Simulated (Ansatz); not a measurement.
Input file for Ansatz (a quantum-chemistry and plane-wave program): R-HF/def2-TZVPP on H4P (SMILES [PH4+]), atoms moved off the minimum. Charge +1.

Ansatz 0.2 input:
```yaml
crystal:
  periodic: [false, false, false]
  atoms:
    - {symbol: P, position_ang: [-0.01469800, -0.02194434, 0.03281789]}
    - {symbol: H, position_ang: [-0.77848008, -0.86679867, -0.78459870]}
    - {symbol: H, position_ang: [0.34759287, -0.62240507, 1.19504776]}
    - {symbol: H, position_ang: [-0.70228147, 1.16225101, 0.25566087]}
    - {symbol: H, position_ang: [1.16392021, 0.29382446, -0.69525265]}
basis:
  gaussian:
    orbitals: def2-TZVPP
hamiltonian:
  xc: {name: HF}
total_charge: 1
scf: {lower_state_search: off}
output: {forces: true}
```

The head of its log:

```
WARN ansatz: RAYON_NUM_THREADS=1 ignored (pool sized by the plan → 1); use --threads N
Functional definition: HF
these checks for a lower state are left out or cut short: stability, starts, cluster_reference, orbital_swaps, neighbouring_geometries, increment
integrals: 0.02 GiB planned
578 factors; their error is unknown
mean field: 0.13 GiB planned
mean field evaluation 1: about -9327.1279 eV, gradient 1.4e1 eV
mean field evaluation 2: about -9327.9831 eV, gradient 4.7e0 eV
```

**Question.** Predict the final total energy.

**Answer.** -342.8026 hartree.
